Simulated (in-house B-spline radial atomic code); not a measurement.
Ca⁺. Computed with a B-spline radial atomic code. Model: non-relativistic spherical atom: semilocal Troullier-Martins pseudo-atom, one channel per l, against all electrons, high spin, G0W0 and RPA with empty states to l = 8, local potential for every l without a channel, a model core (radius 0 = none) keeps its share of the functional.

What the tables leave out is listed at the end.

The pseudopotential gives back the lowest level of each angular momentum of its own functional in the configuration it was made in; a second state of the same l is only approximately right. Exact exchange, RPA and GW see the smooth pseudo-orbitals and miss the exchange with the core, for which the functional's share stands in. The column with an uncorrelated core keeps all orbitals and exact exchange, and so separates missing core correlation from pseudisation. Only the three outermost levels and the lowest empty one were computed. RPA here is direct RPA, with no exchange kernel, and its energies carry an (l + 1/2)⁻⁴ tail. A hybrid on a potential with a model core restores only its own semilocal share of the core's exchange.

Command:
```bash
python run_psgw.py task.json out
```
Settings (lengths in bohr, energies in hartree):
```
Z                      20
electrons              19
configuration          [Ar] 4s1
generated_in           [Ar] 4s2
functional             pbe,pbe
core_shells            4
radius_factor          0.9
core_correction        False
ion_configuration      [Ne] 3s2 3p6
```

Time taken, with all properties: 24 s on 1 thread of Intel(R) Xeon(R) Platinum 8488C (Sapphire Rapids) (shared host).

Given: made with PBE; model core radius 0 bohr; local radius 1.264 bohr; mean-field start PBE.

Valence shells of the generating configuration: 3p, 4s.

Channel: s 3.077, p 0.944, d 2.16 (radii in bohr).

Computed: largest level miss in the spin-unpolarised generating configuration 0.001 eV; valence RPA correlation energy all-electron orbitals -0.36687 hartree; valence RPA correlation energy pseudo -0.51274 hartree; all-electron RPA polarisability, core included 47.099 bohr³; ionisation by mean-field all-electron 11.99 eV; ionisation by mean-field pseudo minus all -0.03 eV; ionisation by RPA pseudo minus all 0.384 eV.

```
        level  occupied  mean-field all-electron (eV)  mean-field pseudo minus all (eV)  G0W0 all-electron (eV)  G0W0 uncorrelated core minus all (eV)  G0W0 pseudo minus all (eV)  exchange self-energy all-electron (eV)  exchange self-energy pseudo (eV)
        4s up         1                       -9.3035                            -0.001                 -12.315                                  0.014                      -0.287                                 -8.2971                           -8.0347
3d up (empty)         0                       -8.6167                              0.04                  -4.407                                  0.227                        0.34                                 -7.4205                           -5.4398
```

Problem. What is the pseudo-atom RPA polarisability?

Solution. 47.019 bohr³.

Problem. What is the ionisation by RPA all-electron?

Solution. 12.44 eV.

Given: mean-field start PBE0.

Computed: valence RPA correlation energy all-electron orbitals -0.33516 hartree; pseudo-atom RPA polarisability 37.126 bohr³; ionisation by mean-field all-electron 11.875 eV; ionisation by mean-field pseudo minus all 0.165 eV; ionisation by RPA all-electron 12.235 eV; ionisation by RPA pseudo minus all 0.377 eV.

```tsv
level	occupied	mean-field all-electron (eV)	mean-field pseudo minus all (eV)	G0W0 all-electron (eV)	G0W0 uncorrelated core minus all (eV)	G0W0 pseudo minus all (eV)	exchange self-energy all-electron (eV)	exchange self-energy pseudo (eV)
4s up	1	-9.9147	-0.145	-12.285	0.015	-0.35	-8.1837	-8.2266
4s down (empty)	0	-7.3449	-0.104	-6.2355	0.017	-0.25	-1.4253	-1.3412
```

Problem. What is the all-electron RPA polarisability, core included?

Solution. 39.667 bohr³.

Problem. What is the valence RPA correlation energy pseudo?

Solution. -0.47637 hartree.

Given: mean-field start Hartree-Fock.

Computed: valence RPA correlation energy pseudo -0.40256 hartree; pseudo-atom RPA polarisability 22.801 bohr³; ionisation by mean-field all-electron 11.315 eV; ionisation by mean-field pseudo minus all 0.764 eV; ionisation by RPA all-electron 11.984 eV; ionisation by RPA pseudo minus all 0.423 eV.

| level | occupied | mean-field all-electron (eV) | mean-field pseudo minus all (eV) | G0W0 all-electron (eV) | G0W0 uncorrelated core minus all (eV) | G0W0 pseudo minus all (eV) | exchange self-energy all-electron (eV) | exchange self-energy pseudo (eV) |
| --- | --- | --- | --- | --- | --- | --- | --- | --- |
| 4s up | 1 | -11.337 | -0.808 | -12.126 | 0.015 | -0.482 | -7.7657 | -8.7321 |
| 3p down | ? | ? | ? | ? | ? | ? | ? | ? |
| 3p up | 1 | -43.1 | 2.701 | -43.075 | -0.389 | 1.72 | -31.359 | -23.392 |
| 4s down (empty) | 0 | -4.9695 | -0.306 | -5.9062 | 0.012 | -0.117 | -0.78087 | -1.0162 |

Problem. What belongs in the row 3p down?

Solution. occupied: 1; mean-field all-electron (eV): -42.975; mean-field pseudo minus all (eV): 2.953; G0W0 all-electron (eV): -42.967; G0W0 uncorrelated core minus all (eV): -0.386; G0W0 pseudo minus all (eV): 1.726; exchange self-energy all-electron (eV): -31.306; exchange self-energy pseudo (eV): -23.171.

Problem. What is the all-electron RPA polarisability, core included?

Solution. 29.26 bohr³.

Problem. What is the valence RPA correlation energy all-electron orbitals?

Solution. -0.27329 hartree.

Among the listed levels the largest G0W0 shift of the pseudo-atom is +1.73 eV, for 3p down on the Hartree-Fock start, while leaving the core uncorrelated moves that level by -0.39 eV. So pseudisation and the lost core exchange, not the missing core correlation, make the error. Not in the tables (levels of low weight, unsolved or above zero; the highest and the empty levels are kept at any weight): on PBE the G0W0 levels 3p down (pseudo minus all +0.41 eV, weights 0.48 and 0.37), 3p up (pseudo minus all +0.76 eV, weights 0.40 and 0.37); on PBE0 the G0W0 levels 3p down (pseudo minus all +0.74 eV, weights 0.58 and 0.75), 3p up (pseudo minus all +0.83 eV, weights 0.52 and 0.74).
